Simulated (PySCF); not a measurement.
Breaking a bond: CF, doublet.

Calculation: CCSD(T) on UHF/6-31G, 2 core orbitals frozen (PySCF 2.14.0).

Task: Relative to R = 1.41 Å, what are the energies at R = 0.95, 1.14, 1.19, 1.73 Å?

Result: 774.4 kJ/mol at 0.95 Å, 137.2 kJ/mol at 1.14 Å, 73.3 kJ/mol at 1.19 Å, 110.3 kJ/mol at 1.73 Å.

The scan ran from 0.95 to 5.11 Å; beyond the distances shown one of the unrestricted levels run for this scan, shown here or not, changes its spin distribution in one step. The unrestricted determinant behind UCCSD(T) is spin-contaminated at 1.73 Å (<S²> up to 0.9, against 0.75 for a pure doublet).
